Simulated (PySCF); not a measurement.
Ge(H)2(vinyl)(NH2) (C2H7GeN), SMILES C=[CH][GeH2][NH2].

Geometry optimised at PBE0-D3(BJ)/def2-SVP. Other conformers were not sampled.

Calculation: r2SCAN/def2-TZVP run with PySCF.

```yaml
total_energy: -2212.11819 hartree
highest_occupied_level: -6.04 eV
lowest_empty_level: -1.19 eV
orbital_gap: 4.85 eV
dipole_moment: 1.57 D
quadrupole, principal values (traceless, Buckingham form, about the centre of nuclear charge): -4.68, 0.13, 4.55 D·Å
mean_static_polarisability: 63.4 bohr³ (9.39 Å³)
polarisability_principal_values: 51.7, 56.9, 81.4 bohr³
```
